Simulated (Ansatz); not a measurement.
Species: COW (charge 0, quintet). The spin state was set by rule; other spins were not relaxed. 
Coordinates optimised at B3LYP-D3(BJ)/def2-TZVP (Ansatz, a program for electronic structure):
```xyz
3

W      0.0000     0.0000    -0.4123
O      0.0000     0.0000     2.6797
C      0.0000     0.0000     1.5119
```
Charge 0, spin multiplicity 5.

Basis-set convergence of Hartree-Fock and MP2 correlation energies (hartree) with Ansatz. Valence correlation only, unless marked. UHF or UKS for open shells. No spin-orbit coupling. Frozen are the shells of the preceding noble gas and the d and f shells that filled before the atom's block. In def2 rows, elements after Kr have scalar-relativistic effective core potentials.

The UHF reference is spin-contaminated (<S^2> 0.60 over the pure value in the largest basis). The T1 diagnostic of CCSD in the largest basis is 0.059, which is high, so the coupled-cluster rows are less sure than usual.

| basis | functions | E(HF) | E(corr, MP2) |
|---|---|---|---|
| def2-SVPD | 78 | -178.96676 | -0.38705 |
| def2-TZVPPD | 136 | ? | ? |

Some entries are withheld; supply them.


- def2-TZVPPD, E(HF): -179.10999
- def2-TZVPPD, E(corr, MP2): -0.47191
